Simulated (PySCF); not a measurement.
C₄H₉FSi, SMILES C(=C/[SiH](C)C)/F.

The structure is a stationary point at PBE0-D3(BJ)/def2-SVP. The structure was generated by enumeration; whether it is a known compound was not checked. Other conformers were not sampled.

All values below come from TDA-PBE/def2-SVPD in PySCF.

Vertical excitations. Gas-phase values at a fixed geometry. State labels are in the subgroup Cs.

Computed UV-visible absorptions:
| state | symmetry | energy (eV) | λ (nm) | f | main pairs |
|---|---|---|---|---|---|
| S1 | A' | 6.20 | 200 | 0.117 | HOMO−2→LUMO 50 %, HOMO→LUMO 45 % |
| S2 | A" | 6.26 | 198 | 0.009 | HOMO−1→LUMO 93 % |
| S3 | A" | 6.33 | 196 | 0.031 | HOMO→LUMO+1 96 % |
| S4 | A" | 6.62 | 187 | 0.011 | HOMO−3→LUMO 94 % |
| S5 | A' | 6.88 | 180 | 0.062 | HOMO→LUMO+3 44 %, HOMO−2→LUMO 33 %, HOMO→LUMO 18 % |
| S6 | A" | 6.96 | 178 | 0.000 | HOMO→LUMO+2 100 % |
| S7 | A" | 7.27 | 171 | 0.000 | HOMO→LUMO+4 99 % |
| S8 | A' | 7.46 | 166 | 0.023 | HOMO−1→LUMO+1 96 % |
| S9 | A" | 7.58 | 164 | 0.010 | HOMO−2→LUMO+1 99 % |
| S10 | A' | 7.63 | 163 | 0.003 | HOMO−3→LUMO+1 85 % |
| T1 | A' | 4.25 | 292 | 0 | HOMO→LUMO 96 % |
| T2 | A" | 6.08 | 204 | 0 | HOMO−1→LUMO 51 %, HOMO−3→LUMO 49 % |
| T3 | A" | 6.14 | 202 | 0 | HOMO−3→LUMO 50 %, HOMO−1→LUMO 49 % |
| T4 | A' | 6.16 | 201 | 0 | HOMO−2→LUMO 97 % |
Triplets are in the Tamm–Dancoff approximation.
